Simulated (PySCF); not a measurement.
**Distorted geometries of La(OH)3**

La(OH)3 (singlet). PySCF 2.14.0, RKS BP86, La lcecp-1-SVP with ECP46, O def2-SVP, H def2-SVP; non-relativistic Hamiltonian with scalar-relativistic core potentials where named; density fitting; no spin-orbit coupling. Relaxed geometry:

```xyz
7

La    0.0000    0.0000   -0.5815
O     2.0849    0.0000    0.0249
H     2.9271    0.0000    0.5060
O    -1.0425    1.8056    0.0249
H    -1.4635    2.5350    0.5060
O    -1.0425   -1.8056    0.0249
H    -1.4636   -2.5350    0.5060
```

Problem. Order these distorted geometries by energy above the relaxed one, lowest first.
A.
```xyz
7

La   -0.0350    0.0680   -0.5745
O     2.0305   -0.0215    0.0344
H     2.8522   -0.0141    0.5468
O    -0.9939    1.7839    0.0381
H    -1.4628    2.5111    0.5172
O    -0.9896   -1.8250   -0.0319
H    -1.4014   -2.5025    0.4808
```
B.
```xyz
7

La    0.0226    0.0340   -0.5905
O     2.0035   -0.0601   -0.0508
H     2.9280   -0.0889    0.5241
O    -1.0653    1.9105    0.0823
H    -1.3992    2.5301    0.5195
O    -1.1308   -1.8067    0.0477
H    -1.3587   -2.5188    0.4787
```
C.
```xyz
7

La    0.0777   -0.0031   -0.6581
O     2.0005   -0.0938   -0.0286
H     2.9778   -0.0178    0.4503
O    -0.9859    1.8185    0.0595
H    -1.5148    2.5971    0.4647
O    -0.9842   -1.8406    0.1460
H    -1.5712   -2.4603    0.5772
```

Solution. A (0.17 eV), C (0.68 eV), B (1.61 eV).

Problem. Which forces (eV/Å) act in the one that lies 0.17 eV up?

Solution. 
```
La   0.89 -2.21 -1.00
O    0.29  0.11  0.11
H    0.09 -0.01  0.03
O   -1.57  2.57  1.23
H    0.40 -0.56 -0.41
O    0.52  1.17 -0.70
H   -0.62 -1.07  0.74
```
Forces carry noise of the integration grid, about 0.01 to 0.03 eV/Å.
